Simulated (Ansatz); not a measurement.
Basis sets compared for AsP3SOO nortricyclane (AsP3SO2). Charge 0, multiplicity 1. Geometry PBE0-D4/def2-SVP. Ansatz on 2 threads of AMD EPYC 7R13 on a shared host; times are rough, and most runs start from earlier orbitals.

Cartesian coordinates in Å:
```
As -1.117 0.318 1.177
S -1.773 -0.004 -0.959
P 0.140 -0.332 -1.771
P 1.161 -1.275 0.020
O -0.014 -1.110 1.187
P 1.375 0.968 -0.383
O 0.229 1.434 0.729
```

Binding counts from free atoms (As quartet, S triplet, P quartet, O triplet) in the same basis, without a counterpoise term.

```
           level  functions  energy (Eh)  HOMO (eV)  LUMO (eV)  binding per atom (eV)  wall time
 PBE-D4/def2-SVP        132   -3806.7704      -6.06      -2.57                   3.82      2.5 s
PBE0-D4/def2-SVP        132   -3806.9231      -7.11      -1.74                   3.52      4.6 s
```

Task: Estimate the rows for PBE-D4/def2-TZVP (with forces), PBE0-D4/def2-TZVP.

Result: 
| level | functions | energy (Eh) | HOMO (eV) | LUMO (eV) | binding per atom (eV) | wall time |
| --- | --- | --- | --- | --- | --- | --- |
| PBE-D4/def2-TZVP (with forces) | 258 | -3807.7467 | -6.04 | -2.84 | 3.93 | 9 s |
| PBE0-D4/def2-TZVP | 258 | -3807.8977 | -7.02 | -1.99 | 3.66 | 15 s |
